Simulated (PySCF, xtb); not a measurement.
Zn(Me) (CH3Zn), SMILES [CH3][Zn+], charge +1.

Harmonic wavenumbers (cm⁻¹) from GFN2-xTB (xtb) at its own minimum, in rising order: 429, 722, 722, 1137, 1288, 1289, 2911, 2942, 2942.

What does B3LYP-D3(BJ)/def2-TZVP (PySCF) give at its own minimum? (The exact figures need the calculation; the answer reports its results.)

442, 779, 779, 1156, 1419, 1419, 3065, 3206, 3206. Paired by order, the mean absolute difference is 121 cm⁻¹ and the zero-point energies are 20.6 and 22.1 kcal/mol.
